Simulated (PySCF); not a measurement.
Radial density of Ge (germanium, neutral)

UHF, [Ar] 3d10 4s2 4p2, high-spin 3P determinant. Calculation: PySCF 2.14, in cc-pVDZ-DK (5s4p2d, 27 functions); the spin-free X2C one-electron Hamiltonian (Gaussian nucleus).

| r (bohr) | 4πr²ρ (e/bohr) | 4πr²(ρα − ρβ) |
| --- | --- | --- |
| 0.000627 | 0.1921 | 0.0000 |
| 0.00105 | 0.4964 | 0.0000 |
| 0.00177 | 1.198 | 0.0000 |
| 0.00298 | 2.844 | 0.0000 |
| 0.00502 | 6.491 | -0.0001 |
| 0.00844 | 13.70 | -0.0001 |
| 0.0142 | 25.19 | 0.0000 |
| 0.0239 | 36.86 | 0.0013 |
| 0.0402 | 38.10 | 0.0075 |
| 0.0676 | 31.54 | 0.0242 |
| 0.114 | 41.25 | 0.0358 |
| 0.191 | 40.52 | -0.0011 |
| 0.322 | 22.63 | 0.0194 |
| 0.541 | 28.97 | 0.0635 |
| 0.910 | 12.64 | 0.0048 |
| 1.53 | 2.903 | 0.4942 |
| 2.57 | 1.502 | 0.7743 |
| 4.33 | 0.2996 | 0.2353 |
| 7.28 | 0.005122 | 0.0049 |

Densities and radii are taken from the X2C orbitals without a picture-change correction, which distorts them close to the nucleus.
